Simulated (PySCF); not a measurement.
## How methods differ on the electron affinity of I

I⁻ [Xe] → I [Kr] 4d10 5s2 5p5 [5p1/2^2 5p3/2^3, M_J = 3/2], as a difference of total energies. All numbers are calculated (PySCF 2.14, the two-component X2C-1e Hamiltonian, in x2c-TZVPPall-2c with one added diffuse shell each of s, p, d, f type (9s10p6d3f, 90 functions)). Correlated levels: [Kr] frozen; the 14 highest virtual spinors dropped. "Screened" scales the spin-orbit matrix elements by Boettger's factors to mimic the two-electron term; Breit and QED terms are absent.

```json
{"method": "GHF (screened spin-orbit)", "electron affinity (eV)": "2.153"}
{"method": "GMP2 (screened spin-orbit)", "electron affinity (eV)": "2.983"}
{"method": "GCCSD (screened spin-orbit)", "electron affinity (eV)": "2.845"}
```

How much does correlation contribute at GMP2 (screened spin-orbit)?

2.983 − (2.153) = 0.830 eV, measured against GHF (screened spin-orbit).

Errors of the correlated levels include the incompleteness of this basis and the frozen core.

For comparison: 3.059 eV (measured; photodetachment measurements, as compiled on the Wikipedia data page of electron affinities).
